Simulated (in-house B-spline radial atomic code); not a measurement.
Whole-atom quantities along the 5-electron series, configuration 1s2 2s2 2p1/2(1). Breit and QED terms are first order and not part of the total energy; the density at the nucleus is averaged over the nuclear charge. Computed with an all-electron radial atomic-structure program (B-spline basis): Dirac-Hartree-Fock, jj configuration that fills j = l - 1/2 first, finite nuclei.

| ion | Z | E/Z² (Eh) | Σ<r²> (bohr²) | n(0)/Z³ (bohr⁻³) | Lamb diamagnetic shielding (ppm) | repulsion over attraction | Breit energy (eV) | self-energy (eV) | vacuum polarisation (eV) |
| --- | --- | --- | --- | --- | --- | --- | --- | --- | --- |
| Ag42+ | 47 | -1.3694 | 0.054402 | 1.3438 | 2404.02 | 0.01758 | 53.461 | 70.891 | -8.8303 |
| Cd43+ | 48 | -1.3724 | 0.05187 | 1.3779 | 2463.52 | 0.017208 | 57.12 | 76.231 | -9.6488 |
| In44+ | 49 | -1.3755 | 0.049498 | 1.4158 | 2523.57 | 0.016851 | 60.952 | 81.859 | -10.528 |
| Sn45+ | 50 | ? | ? | ? | ? | ? | ? | ? | ? |
| Sb46+ | 51 | -1.3817 | 0.045182 | 1.4944 | 2645.37 | 0.016177 | 69.149 | 94.019 | -12.478 |
| Te47+ | 52 | -1.3848 | 0.043216 | 1.5346 | 2707.16 | 0.015859 | 73.525 | 100.57 | -13.558 |
| I48+ | 53 | ? | ? | ? | ? | ? | ? | ? | ? |
| Xe49+ | 54 | -1.3911 | 0.039617 | 1.6248 | 2832.65 | 0.015256 | 82.859 | 114.69 | -15.947 |
| Cs50+ | 55 | -1.3944 | 0.037968 | 1.6733 | 2896.39 | 0.014971 | 87.827 | 122.28 | -17.266 |
| Ba51+ | 56 | -1.3976 | 0.03641 | 1.7228 | 2960.82 | 0.014695 | 93.004 | 130.24 | -18.673 |
| La52+ | 57 | -1.4009 | 0.034936 | 1.7758 | 3025.98 | 0.014429 | 98.395 | 138.58 | -20.173 |
| Ce53+ | 58 | -1.4042 | 0.03354 | 1.8308 | 3091.88 | 0.014171 | 104.01 | 147.31 | -21.773 |
| Pr54+ | 59 | -1.4076 | 0.032216 | 1.889 | 3158.55 | 0.013922 | 109.84 | 156.46 | -23.478 |
| Nd55+ | 60 | ? | ? | ? | ? | ? | ? | ? | ? |
| Pm56+ | 61 | -1.4145 | 0.029769 | 2.0099 | 3294.33 | 0.013446 | 122.22 | 176.06 | -27.225 |

(1) Fill in the row of Sn45+.

(2) Fill in the row of I48+.

(3) Fill in the row of Nd55+.

(4) With what power of Z does the column «Breit energy (eV)» change over this range?

Answers

(1) E/Z² (Eh): -1.3786; Σ<r²> (bohr²): 0.047273; n(0)/Z³ (bohr⁻³): 1.4541; Lamb diamagnetic shielding (ppm): 2584.18; repulsion over attraction: 0.016507; Breit energy (eV): 64.96; self-energy (eV): 87.784; vacuum polarisation (eV): -11.469.

(2) E/Z² (Eh): -1.3879; Σ<r²> (bohr²): 0.041363; n(0)/Z³ (bohr⁻³): 1.5795; Lamb diamagnetic shielding (ppm): 2769.59; repulsion over attraction: 0.015552; Breit energy (eV): 78.094; self-energy (eV): 107.46; vacuum polarisation (eV): -14.713.

(3) E/Z² (Eh): -1.411; Σ<r²> (bohr²): 0.030961; n(0)/Z³ (bohr⁻³): 1.9494; Lamb diamagnetic shielding (ppm): 3226.03; repulsion over attraction: 0.01368; Breit energy (eV): 115.91; self-energy (eV): 166.04; vacuum polarisation (eV): -25.294.

(4) A fit of the logarithm of its size against log Z from Z = 47 to 61 has slope 3.17.
